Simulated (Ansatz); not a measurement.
One change: `BB(C)BCl` becomes `C=CB(C)BCl`.

Ansatz, PBE0-D4/def2-TZVP geometries, multiplicity 1. Each molecule was computed in one conformer, which needn't be the lowest.

| property | `BB(C)BCl` |
| --- | --- |
| HOMO–LUMO gap (PBE0/def2-TZVPP) / eV | 5.36 |
| HOMO energy (B3LYP/def2-TZVPP) / eV | -7.31 |
| LUMO energy (PBE0/def2-TZVPP) / eV | -2.12 |
| HOMO energy (ωB97M-V/def2-TZVPP) / eV | -9.69 |
| LUMO energy (B3LYP/def2-TZVPP) / eV | -2.31 |
| LUMO energy (ωB97M-V/def2-TZVPP) / eV | -0.22 |

Task: What does the change do to each property? (Best estimate.)

Result: Computed: 
| property | `C=CB(C)BCl` | shift |
| --- | --- | --- |
| HOMO–LUMO gap (PBE0/def2-TZVPP) / eV | 5.63 | 0.27 |
| HOMO energy (B3LYP/def2-TZVPP) / eV | -7.29 | 0.02 |
| LUMO energy (PBE0/def2-TZVPP) / eV | -1.84 | 0.28 |
| HOMO energy (ωB97M-V/def2-TZVPP) / eV | -9.69 | 0.00 |
| LUMO energy (B3LYP/def2-TZVPP) / eV | -2.02 | 0.29 |
| LUMO energy (ωB97M-V/def2-TZVPP) / eV | 0.17 | 0.39 |

B3LYP here is the variant with VWN-RPA as its local correlation; programs differ in this.
